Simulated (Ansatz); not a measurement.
`O[SiH]([SiH3])Cl` → H• + `O[Si]([SiH3])Cl`•  (homolysis of the H–Si bond)

Program: Ansatz. Geometries: PBE0-D4/def2-TZVP. ΔE: electronic, gas phase. CCSD(T)/CBS is the MP2 limit (def2-TZVPP, def2-QZVPP) plus CCSD(T) − MP2 in def2-TZVPP, frozen cores. This one scheme is used for every species, atoms too. Functionals use def2-TZVPP. No spin–orbit coupling; open shells (•) take unrestricted orbitals. One conformer a species, not always the lowest.

```
       level  ΔE (kJ/mol)
CAM-B3LYP-D4        387.7
      B2PLYP        384.0
```

Question: What does CCSD(T)/CBS give? (Best estimate.)

Answer: Ansatz gave: +397.1 kJ/mol. The listed levels differ from it by -9.4, -13.1 kJ/mol.

Largest T1 diagnostic among the species: 0.015.

Leaving LDA and LC-ωPBE aside and taking each functional with its dispersion term where it has one, the values, not all of them listed here, spread over 33.9 kJ/mol, from revPBE-D4 to ωB97M-V. LDA lies +38.7 kJ/mol from PBE without D4, its usual overbinding. From BLYP to BHLYP (50 % exact exchange), in def2-TZVPP and without D4, ΔE moves by +20.0 kJ/mol. In def2-TZVPP, CCSD(T) changes the Hartree–Fock value by +75.7 kJ/mol (the triples alone add −0.7 kJ/mol) and MP2 by +67.5 kJ/mol; breaking electron pairs costs correlation energy, which Hartree–Fock lacks.
